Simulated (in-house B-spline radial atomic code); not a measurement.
Inner levels of bismuth as electrons are removed. A shift is the extra binding of the orbital against the neutral atom ([Xe] 4f14 5d10 6s2 6p1/2(2) 6p3/2(1)). The density at the nucleus is averaged over the nuclear charge. Computed with a radial B-spline atomic code at the basis-set limit: Dirac-Hartree-Fock, jj configuration that fills j = l - 1/2 first, finite nuclei.

A number in brackets counts the electrons of a j subshell.

```json
{"ion": "Bi65+", "configuration": "[Ne] 3s2 3p6", "shift of 1s1/2 (eV)": "5235.17", "radius of 1s1/2 (bohr)": "0.015792", "Σ<r²> (bohr²)": "0.27335", "change of density at nucleus (bohr⁻³)": "-7793.94"}
{"ion": "Bi66+", "configuration": "[Ne] 3s2 3p1/2(2) 3p3/2(3)", "shift of 1s1/2 (eV)": "?", "radius of 1s1/2 (bohr)": "?", "Σ<r²> (bohr²)": "?", "change of density at nucleus (bohr⁻³)": "?"}
{"ion": "Bi67+", "configuration": "[Ne] 3s2 3p1/2(2) 3p3/2(2)", "shift of 1s1/2 (eV)": "5670.42", "radius of 1s1/2 (bohr)": "0.015788", "Σ<r²> (bohr²)": "0.20825", "change of density at nucleus (bohr⁻³)": "-4501.87"}
{"ion": "Bi68+", "configuration": "[Ne] 3s2 3p1/2(2) 3p3/2(1)", "shift of 1s1/2 (eV)": "5890.98", "radius of 1s1/2 (bohr)": "0.015787", "Σ<r²> (bohr²)": "0.17653", "change of density at nucleus (bohr⁻³)": "-2824.76"}
{"ion": "Bi69+", "configuration": "[Ne] 3s2 3p1/2(2)", "shift of 1s1/2 (eV)": "6113.52", "radius of 1s1/2 (bohr)": "0.015785", "Σ<r²> (bohr²)": "0.14533", "change of density at nucleus (bohr⁻³)": "-1127.13"}
{"ion": "Bi70+", "configuration": "[Ne] 3s2 3p1/2(1)", "shift of 1s1/2 (eV)": "6366.16", "radius of 1s1/2 (bohr)": "0.015782", "Σ<r²> (bohr²)": "0.11897", "change of density at nucleus (bohr⁻³)": "-3422.11"}
{"ion": "Bi71+", "configuration": "[Ne] 3s2", "shift of 1s1/2 (eV)": "6621.26", "radius of 1s1/2 (bohr)": "0.015779", "Σ<r²> (bohr²)": "0.09309", "change of density at nucleus (bohr⁻³)": "-5790.32"}
{"ion": "Bi72+", "configuration": "[Ne] 3s1", "shift of 1s1/2 (eV)": "?", "radius of 1s1/2 (bohr)": "?", "Σ<r²> (bohr²)": "?", "change of density at nucleus (bohr⁻³)": "?"}
{"ion": "Bi73+", "configuration": "[He] 2s2 2p6", "shift of 1s1/2 (eV)": "7082.77", "radius of 1s1/2 (bohr)": "0.015777", "Σ<r²> (bohr²)": "0.036179", "change of density at nucleus (bohr⁻³)": "-99370.5"}
{"ion": "Bi74+", "configuration": "[He] 2s2 2p1/2(2) 2p3/2(3)", "shift of 1s1/2 (eV)": "7598.4", "radius of 1s1/2 (bohr)": "0.01577", "Σ<r²> (bohr²)": "0.031264", "change of density at nucleus (bohr⁻³)": "-95173.8"}
{"ion": "Bi75+", "configuration": "[He] 2s2 2p1/2(2) 2p3/2(2)", "shift of 1s1/2 (eV)": "8118.7", "radius of 1s1/2 (bohr)": "0.015762", "Σ<r²> (bohr²)": "0.026457", "change of density at nucleus (bohr⁻³)": "-90925.2"}
{"ion": "Bi76+", "configuration": "[He] 2s2 2p1/2(2) 2p3/2(1)", "shift of 1s1/2 (eV)": "8643.66", "radius of 1s1/2 (bohr)": "0.015755", "Σ<r²> (bohr²)": "0.021757", "change of density at nucleus (bohr⁻³)": "-86624.7"}
{"ion": "Bi77+", "configuration": "[He] 2s2 2p1/2(2)", "shift of 1s1/2 (eV)": "9173.3", "radius of 1s1/2 (bohr)": "0.015747", "Σ<r²> (bohr²)": "0.017161", "change of density at nucleus (bohr⁻³)": "-82271.9"}
{"ion": "Bi78+", "configuration": "[He] 2s2 2p1/2(1)", "shift of 1s1/2 (eV)": "9812.74", "radius of 1s1/2 (bohr)": "0.015733", "Σ<r²> (bohr²)": "0.013656", "change of density at nucleus (bohr⁻³)": "-91244.8"}
{"ion": "Bi79+", "configuration": "[He] 2s2", "shift of 1s1/2 (eV)": "?", "radius of 1s1/2 (bohr)": "?", "Σ<r²> (bohr²)": "?", "change of density at nucleus (bohr⁻³)": "?"}
{"ion": "Bi80+", "configuration": "[He] 2s1", "shift of 1s1/2 (eV)": "10988.6", "radius of 1s1/2 (bohr)": "0.015718", "Σ<r²> (bohr²)": "0.0054255", "change of density at nucleus (bohr⁻³)": "-281673"}
{"ion": "Bi81+", "configuration": "1s2", "shift of 1s1/2 (eV)": "11521.8", "radius of 1s1/2 (bohr)": "0.015711", "Σ<r²> (bohr²)": "0.00068433", "change of density at nucleus (bohr⁻³)": "-465883"}
{"ion": "Bi82+", "configuration": "1s1", "shift of 1s1/2 (eV)": "13177.1", "radius of 1s1/2 (bohr)": "0.015624", "Σ<r²> (bohr²)": "0.00033825", "change of density at nucleus (bohr⁻³)": "-1.5554e+06"}
```

Task: Fill in the row of Bi66+.

Result: shift of 1s1/2 (eV): 5451.81; radius of 1s1/2 (bohr): 0.01579; Σ<r²> (bohr²): 0.24052; change of density at nucleus (bohr⁻³): -6158.26.

Task: Fill in the row of Bi72+.

Result: shift of 1s1/2 (eV): 6851.14; radius of 1s1/2 (bohr): 0.015778; Σ<r²> (bohr²): 0.064431; change of density at nucleus (bohr⁻³): -52176.5.

Task: Fill in the row of Bi79+.

Result: shift of 1s1/2 (eV): 10459.1; radius of 1s1/2 (bohr): 0.01572; Σ<r²> (bohr²): 0.010242; change of density at nucleus (bohr⁻³): -100618.
